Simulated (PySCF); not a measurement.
Job file and geometry (Å, from GFN2-xTB) of an NMR shielding run on `BOC[C@@H](F)OCF`, C3H7BF2O2, GIAO PBE0/pcSseg-1 NMR shielding, non-relativistic, gas phase (PySCF); density fitting, a coarse starting grid and PySCF grid level 2 are the driver's defaults:

```
$ OMP_NUM_THREADS=1 python probes_run.py task.json out

{"job": {"kind": "nmr", "xc": "PBE0", "basis": "pcSseg-1"}, "charge": 0, "multiplicity": 1}
B     -2.390253    -0.062438     0.916405
O     -1.819416    -0.459481    -0.213849
C     -0.986590     0.341842    -1.002354
C      0.465930    -0.104330    -0.818226
F      1.227983     0.392647    -1.859713
O      0.948072     0.408302     0.374205
C      2.166864    -0.091189     0.786544
F      2.048006    -1.400594     1.172780
H     -2.279232     1.036767     1.327215
H     -3.026847    -0.879139     1.460177
H     -1.257920     0.205763    -2.055073
H     -1.056862     1.400746    -0.727365
H      0.553469    -1.200503    -0.869533
H      2.929881    -0.065656    -0.005370
H      2.472501     0.485252     1.664898
```

Task: What does the program print?

Result: 
```
coarse grid: 13032 points
cycle   1  E = -492.7330658733  dE =  1.079e+00  |g| = 9.309e-01  |ddm| = 3.192e+00
cycle   2  E = -492.5823889326  dE =  1.507e-01  |g| = 1.345e+00  |ddm| = 1.309e+00
cycle   3  E = -492.8750373042  dE = -2.926e-01  |g| = 9.477e-02  |ddm| = 8.390e-01
cycle   4  E = -492.8760473149  dE = -1.010e-03  |g| = 6.175e-02  |ddm| = 8.866e-02
cycle   5  E = -492.8766800811  dE = -6.328e-04  |g| = 7.775e-03  |ddm| = 4.065e-02
cycle   6  E = -492.8766902738  dE = -1.019e-05  |g| = 1.818e-03  |ddm| = 6.926e-03
cycle   7  E = -492.8766909235  dE = -6.497e-07  |g| = 5.835e-04  |ddm| = 1.691e-03
final grid: 128064 points
cycle   8  E = -492.9579510633  dE = -4.846e-05  |g| = 1.259e-02  |ddm| = 2.249e-02
cycle   9  E = -492.9579245342  dE =  2.653e-05  |g| = 1.803e-02  |ddm| = 1.551e-02
cycle  10  E = -492.9579789282  dE = -5.439e-05  |g| = 1.355e-03  |ddm| = 9.618e-03
cycle  11  E = -492.9579793127  dE = -3.846e-07  |g| = 4.011e-04  |ddm| = 1.382e-03
cycle  12  E = -492.9579793372  dE = -2.449e-08  |g| = 1.274e-04  |ddm| = 3.009e-04
cycle  13  E = -492.9579793398  dE = -2.591e-09  |g| = 2.359e-05  |ddm| = 8.104e-05
cycle  14  E = -492.9579793399  dE = -9.595e-11  |g| = 8.754e-06  |ddm| = 2.158e-05
converged SCF energy = -492.9579793399

GIAO shielding tensors (ppm)
atom      isotropic    diamagn.    paramagn.     s11        s22        s33       span
  0 B       53.460     195.464    -142.004     17.337     44.282     98.760     81.422
  1 O      126.703     394.476    -267.773    -80.503     99.969    360.643    441.146
  2 C      107.338     245.514    -138.175     84.541     90.481    146.992     62.451
  3 C       76.350     244.518    -168.168     54.429     70.134    104.488     50.058
  4 F      346.903     472.978    -126.076    249.262    377.374    414.071    164.809
  5 O      198.818     400.314    -201.497    156.106    168.979    271.369    115.263
  6 C       84.401     236.066    -151.666     58.804     80.936    113.462     54.657
  7 F      358.564     473.911    -115.347    246.251    373.465    455.975    209.723
  8 H       26.563      31.101      -4.538     24.597     26.345     28.746      4.148
  9 H       26.808      30.298      -3.490     26.090     26.229     28.106      2.016
 10 H       26.894      27.945      -1.050     23.177     27.497     30.009      6.833
 11 H       27.378      30.148      -2.771     24.664     27.624     29.845      5.182
 12 H       25.596      30.549      -4.953     23.688     25.628     27.471      3.783
 13 H       25.728      26.957      -1.229     21.335     26.692     29.158      7.822
 14 H       26.041      27.163      -1.121     21.440     26.082     30.602      9.162
```

Size and cost of the density-fitted run: 171 basis functions, 43 s wall time on 1 thread of an Arm Neoverse N1, shared host; peak memory 0.76 GiB.
